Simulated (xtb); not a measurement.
A run for xtb: GFN2-xTB on MgBe-, 2S+1 = 2, a spin state set in the input, which need not be the lowest, a point of a bond scan (R = 2.621 Å). Charge -1.

```
$ xtb mol.xyz --gfn 2 --sp --chrg -1 --uhf 1
2

Be     0.00000000     0.00000000     0.00000000
Mg     0.00000000     0.00000000     2.62084200
```

Q: What total energy does the run end on?

A: -0.9635 hartree.
